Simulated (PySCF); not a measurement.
Work out the structure from these simulated measurements.

Formula: C4H11Al.

| Property | Result |
| --- | --- |
| NMR, other nuclei | isotropic shieldings of nuclei other than C and H, by class: 266 (1 Al) ppm [GIAO B3LYP/pcSseg-1 (pcSseg-2 on Al)] |
| Triplet | lowest triplet excitation (Tamm–Dancoff): 4.12 eV [TDA CAM-B3LYP/def2-SVPD] |
| Polarisability | 79.8 au [CAM-B3LYP/def2-SVPD] |
| Rotational structure | rotational constants A, B, C: 4.412, 2.801, 2.735 GHz [PBE0-D3(BJ)/def2-SVP] |
| 13C NMR | chemical shifts (computed TMS as zero) by class: 28.6 (3 C), 21.6 (1 C) ppm [GIAO B3LYP/pcSseg-1 (pcSseg-2 on Al)] |
| 1H NMR | chemical shifts (computed TMS as zero) by class: 5.26 (2 H), 1.04 (9 H) ppm [GIAO B3LYP/pcSseg-1 (pcSseg-2 on Al)] |
| XPS | C1s 289.7, C1s 290.5 (×3), Al1s 1566.6 eV [ΔSCF SCAN, pcX-2 on the ionised atom, pcseg-1 elsewhere, spin-free X2C] |
| Dipole | 0.60 D [CAM-B3LYP/def2-SVPD] |

Electronic properties: PySCF, gas phase, density fitting. Levels stand in brackets. Isolated species at its PBE0-D3(BJ)/def2-SVP geometry, gas phase. NMR values are class means; diastereotopic atoms form classes of their own.

Task: Give a SMILES that accounts for the data.

Result: 4 carbons fall into 2 classes; from least to most shielded: carbon bonded to C and 3 H (28.6 ppm, 3 C, up to 4.1 ppm apart in this geometry), carbon bonded to Al and 3 C (21.6 ppm). Hydrogen classes from least to most shielded: 2 H on an aluminium bonded to C and 2 H (5.26 ppm), 9 H on 3 like atoms (carbon bonded to C and 3 H) (1.04 ppm, a mean of values up to 0.6 ppm apart in this geometry). The other shieldings belong to: 266 ppm, aluminium bonded to C and 2 H. The core levels belong to: C1s 289.7 eV, carbon bonded to Al and 3 C; C1s 290.5 eV, carbon bonded to C and 3 H; Al1s 1566.6 eV, aluminium bonded to C and 2 H. One atom of each topological class was ionised and stands for its class. By its constants the optimised geometry is a nearly prolate symmetric top. Structure: AlH2(tBu) (`C[C](C)(C)[AlH2]`). Computed isomers that give other values at the same levels: `[H][Al]([CH2]C)[CH2]C` (13C chemical shifts (computed TMS as zero) by class: 11.3 (2 C), 8.8 (2 C) ppm); `[H][Al]([H])[CH2]C(C)C` (13C chemical shifts (computed TMS as zero) by class: 34.3 (1 C), 31.7 (2 C), 27.8 (1 C) ppm). The assignments are read from this structure; whether some other isomer fits the data as well wasn't checked.
